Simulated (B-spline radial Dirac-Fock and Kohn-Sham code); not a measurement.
## Binding energies of Ca at several levels of theory

System: atomic calcium, configuration [Ar] 4s1 4p1 (not the ground configuration).

The density-functional columns are spherical, spin-unpolarised Dirac-Kohn-Sham results without Breit or QED terms: −ε is minus the orbital energy of the initial state and ΔSCF the difference of two total energies. The reference in the last column comes from multi-electron Dirac-Fock with separately optimised hole states, Breit and Lamb-shift corrections added in first order. All numbers are from an atomic code on a B-spline grid, in eV; a selection of levels is shown.

```tsv
level	LDA −ε	LDA ΔSCF	Dirac-Fock
K	3938.8	4054.7	4048.8
L1	414.4	435.2	451.0
L2	338.4	362.0	361.8
L3	334.7	358.2	358.2
M2	29.59	36.15	35.12
M3	29.20	35.72	34.74
N1	4.54	7.09	6.42
N2,3	1.98	3.97	3.49
```

Values without a named source are computed, but for edge energies of neutral atoms, which are taken from tables.
